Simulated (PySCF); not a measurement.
A species of formula C4H5BO has this rotational fingerprint, computed with PySCF 2.14.0, PBE0-D3(BJ)/def2-SVP geometry optimisation, gas phase:

| Item | Value |
| --- | --- |
| Rotational constants | A = 9053, B = 3598, C = 2575 MHz |
| Dipole components | \|μa\| = 1.30 D, \|μb\| = 0.14 D, \|μc\| = 0.00 D |
| Inertial defect | 0.00 u·Å² |
| κ | -0.68 |

Question: Which candidate fits, each taken in the one conformer that was computed?
A. `Bc1ccco1`
B. `BC1=COC=C1`

Answer: B. It is Bc1ccoc1, an asymmetric top, point group Cs. The candidates at the same level (rigid rotor, commonest isotopes):

| SMILES | A (MHz) | B (MHz) | C (MHz) | μa (D) | μb (D) | μc (D) | Δ (u·Å²) | point group | rotor |
| --- | --- | --- | --- | --- | --- | --- | --- | --- | --- |
| Bc1ccco1 | 8945 | 3761 | 2648 | 2.31 | 0.62 | 0.00 | 0.00 | Cs | asymmetric top |
| Bc1ccoc1 | 9053 | 3598 | 2575 | 1.30 | 0.14 | 0.00 | 0.00 | Cs | asymmetric top |

`Bc1ccco1` has B 5 % too high. In the right answer the mirror of this Cs structure is the ab plane, so μc vanishes by symmetry. No structure here is proved a minimum.
